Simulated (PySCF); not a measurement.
Compound: [CuF3Cl]2- (charge -2 and doublet state).
SMILES: `[F][Cu-2]([F])([F])[Cl]`

Computed, not measured: PBE0-D3(BJ)/def2-SVP geometry optimisation, gas phase (PySCF).

Take the most abundant isotopes and a rigid rotor. 

Question: What are A, B and C (cm⁻¹)?

Answer: Ia = 169.22, Ib = 286.75, Ic = 349.28 u·Å²; 505379 MHz·u·Å²/I gives 2987, 1762 and 1447 MHz, that is A = 0.09962, B = 0.05879, C = 0.04826 cm⁻¹.

Question: Classify the top.

Answer: An asymmetric top; Ray's κ = -0.590.

Question: What does the inertial defect say?

Answer: Not planar: Δ = Ic − Ia − Ib = -106.69 u·Å². For a rigid frame Δ = −2 Σ m c², so Σ m c² = 53.34 u·Å² lies off the ab plane. The atom farthest from that plane is 1.21 Å away.

Question: Give the coordinates in the principal-axis frame, origin at the centre of mass.

Answer: The sense of each axis is arbitrary; atoms in the order of the calculation.
| atom | mass (u) | a (Å) | b (Å) | c (Å) |
| --- | --- | --- | --- | --- |
| Cu1 | 62.930 | 0.349 | -0.001 | 0.080 |
| F2 | 18.998 | 0.519 | -1.748 | 0.755 |
| F3 | 18.998 | 1.724 | 0.000 | -1.212 |
| F4 | 18.998 | 0.526 | 1.745 | 0.758 |
| Cl5 | 34.969 | -2.132 | 0.003 | -0.307 |

Question: Predict some low-J microwave lines.

Answer: The dipole components (about the centre of mass, as the species is charged) are |μa| = 0.53 D, |μb| = 0.00 D, |μc| = 0.55 D; the mirror of this Cs structure is the ac plane, so μb vanishes by symmetry and there are no b-type lines. Intensities carry the squares of the components, which stand as 0.94 : 1.00 (a : c). Some lines, for components of 0.1 D or more:

| type | branch | J(Ka,Kc) | MHz | lower level (cm⁻¹) |
| --- | --- | --- | --- | --- |
| a | Q | 1(1,0) ← 1(1,1) | 316 | 0.148 |
| a | Q | 2(1,1) ← 2(1,2) | 947 | 0.351 |
| c | Q | 2(1,2) ← 2(0,2) | 962 | 0.319 |
| c | Q | 1(1,1) ← 1(0,1) | 1224 | 0.107 |
| a | R | 1(0,1) ← 0(0,0) | 3209 | 0.000 |
| c | Q | 2(2,1) ← 2(1,1) | 3672 | 0.383 |
| c | R | 1(1,0) ← 0(0,0) | 4749 | 0.000 |
| a | R | 2(1,2) ← 1(1,1) | 6103 | 0.148 |
| a | R | 2(0,2) ← 1(0,1) | 6365 | 0.107 |
| a | R | 2(1,1) ← 1(1,0) | 6734 | 0.158 |
| c | R | 2(1,1) ← 1(0,1) | 8274 | 0.107 |
| c | R | 2(2,0) ← 1(1,0) | 10460 | 0.158 |
| c | R | 2(2,1) ← 1(1,1) | 10722 | 0.148 |

Question: Estimate the classical rotational partition function at 10 K, 298.15 K and 500 K.

Answer: Point group Cs, symmetry number σ = 1; q = (√π/σ)·√((kT/h)³/(ABC)), k/h = 20836.6 MHz/K: 1930 at 10 K, 314000 at 298.15 K, 683000 at 500 K.

For this open shell read J as N, the rotation without spin; fine and hyperfine splittings come on top. Stationary, but not proved a minimum. ⟨S²⟩ = 0.752 (exact for a doublet: 0.75). Whether so highly charged an anion holds all its electrons in the gas phase wasn't checked; a finite basis holds them in any case. No counter-ion or solvent screens the charge of this multiply charged ion. These are rigid-rotor constants of the computed structure; measured ground-state constants (B0) also hold zero-point vibration. Quadrupole hyperfine structure (35Cl) is left out.

The run took 78 s on one thread of an Arm Neoverse V1, no GPU, on a shared host, and the process peaked at 0.38 GiB of memory. That covers the optimisation of the geometry.
